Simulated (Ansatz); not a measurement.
HS, charge -1, singlet, at a GFN2-xTB geometry (a gas-phase anion, which may not be bound at this level); Ansatz (an electronic-structure program) with MP2/3-21G.

Here is a job for Ansatz.
Ansatz 0.2 input:
```yaml
crystal:
  periodic: [false, false, false]
  atoms:
    - {symbol: S, position_ang: [-0.00000000, -0.00000000, -0.07863597]}
    - {symbol: H, position_ang: [0.00000000, 0.00000000, 1.25817552]}
basis:
  gaussian:
    orbitals: 3-21G.json
total_charge: -1
magnetization: {spin_polarized: false}
correlation: {method: mp2, electrons: outside_noble_gas}
```
The basis file holds 3-21G in the JSON format of the Basis Set Exchange.

### Question
Write the output that Ansatz gives for this input, abridged.

### Answer

```
Functional definition: HF
156 factors; integrals over basis functions are off by at most 5.5e-4 eV
mean field evaluation 1: about -10779.2909 eV, gradient 1.0e1 eV
mean field evaluation 2: about -10779.2948 eV, gradient 1.0e1 eV
mean field evaluation 4: about -10779.7375 eV, gradient 3.3e-1 eV
mean field evaluation 8: about -10779.7376 eV, gradient 1.3e-6 eV
mean field -10779.73760753 eV, -396.1480503080 hartree, gradient 2.8e-6 eV, S^2 0.000000; 0 other end points of the search recorded, 0 dependent functions left out
5 core orbitals not correlated
reference -10779.73760753 eV, -396.1480503080 hartree; 4, 4 occupied and 6, 6 virtual orbitals, 156 factors
second order -1.42042817 eV of doubles, -0.00000000 eV of singles
Total energy: -10781.15803570 eV, -396.2002500805 hartree
```
